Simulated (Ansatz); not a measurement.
**Worked example: the step energy**

An elementary step of AlH5O3, singlet (AlH₃O₃ ([OH][Al]([OH])[OH]) + H₂ → AlH₃O₂ ([OH][AlH][OH]) + H₂O (still joined by a long Al–O bond); Al–O, H–H broken or loosened, Al–H, O–H formed or tightened). “Start” and “end” are the PBE0-D4/def2-TZVP structures reached by relaxing down either side of its saddle point, with the molecules still in contact.

Computed with Ansatz 0.2.0 (basis: def2-TZVPP and def2-QZVPP); correlated methods freeze the cores.

Energies in eV:

| quantity | end | start |
| --- | --- | --- |
| Hartree–Fock, triple zeta (X = 3) | -12780.51418 | -12780.77087 |
| Hartree–Fock, quadruple zeta (X = 4) | -12781.03342 | -12781.30658 |
| MP2 correlation, X = 3 | -22.67509 | -22.76821 |
| MP2 correlation, X = 4 | -24.53324 | -24.62687 |
| CCSD(T) correlation, X = 3 | -23.88091 | -23.90859 |

Task: Work out the step energy at the basis limit: extrapolate Hartree–Fock as E(X) = E∞ + A exp(−7.88 √X) and the MP2 correlation as E(X) = E∞ + B X^−2.97 (the exponents that Neese and Valeev fitted for def2-TZVPP and QZVPP), then add CCSD(T) − MP2 in triple zeta.

Result: Each step is linear, so take the differences first (end − start): Hartree–Fock 0.25669 (X = 3) and 0.27316 (X = 4); MP2 correlation 0.09312 and 0.09363; CCSD(T) correlation 0.02768.
Two points give E∞ = E(4) + w [E(4) − E(3)], with w = 1/(exp(7.88 (2 − √3)) − 1) = 0.1377 for Hartree–Fock and w = 1/((4/3)^2.97 − 1) = 0.7407 for the correlation.
Hartree–Fock: 0.27316 + 0.1377 × 0.01647 = 0.2754 eV.
MP2 correlation: 0.09363 + 0.7407 × 0.00051 = 0.0940 eV.
CCSD(T) − MP2: 0.02768 − 0.09312 = -0.0654 eV.
Sum: 0.2754 + 0.0940 + (-0.0654) = 0.3040 eV, or 7.01 kcal/mol. Plain CCSD(T) in triple zeta gives 0.2844 eV, so the larger basis shifts the result by 0.0196 eV.

No T1 diagnostic of these runs exceeds 0.013.

Labels in which every atom is bracketed show which atoms are joined, not bond orders.

For scale, one of the runs: CCSD(T)/def2-TZVPP, 205 basis functions, launched by `ansatz run in.yaml --threads 4 --pin off --events-out ev --progress --plain --max-ram 9574MiB`. Hardware: 4 CPU threads of an Arm Neoverse V1, shared host. Wall time 54 s; peak host memory 2.7 GiB.
